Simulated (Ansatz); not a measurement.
One change: `C=C([SiH3])CCl` becomes `C=C([SiH3])[SiH3]`.

Ansatz, PBE0-D4/def2-TZVP geometries, multiplicity 1. Each molecule was computed in one conformer, which needn't be the lowest.

```csv
property,`C=C([SiH3])CCl`
LUMO energy (ωB97M-V/def2-TZVPP) / eV,1.32
HOMO energy (ωB97M-V/def2-TZVPP) / eV,-10.24
LUMO energy (PBE0/def2-TZVPP) / eV,-0.79
HOMO energy (PBE0/def2-TZVPP) / eV,-8.04
HOMO–LUMO gap (ωB97M-V/def2-TZVPP) / eV,11.56
size of the dipole moment (B3LYP/def2-TZVPP) / D,1.97
```

Question: What does the change do to each property? (Best estimate.)

Answer: Ansatz gave: 
```
                                        property  `C=C([SiH3])[SiH3]`  shift
           LUMO energy (ωB97M-V/def2-TZVPP) / eV                 1.19  -0.13
           HOMO energy (ωB97M-V/def2-TZVPP) / eV               -10.34  -0.10
              LUMO energy (PBE0/def2-TZVPP) / eV                -0.92  -0.13
              HOMO energy (PBE0/def2-TZVPP) / eV                -8.14  -0.10
         HOMO–LUMO gap (ωB97M-V/def2-TZVPP) / eV                11.53  -0.03
size of the dipole moment (B3LYP/def2-TZVPP) / D                 0.84  -1.13
```

Dipoles are sizes alone; their direction can turn.

B3LYP here is the variant with VWN-RPA as its local correlation; programs differ in this.
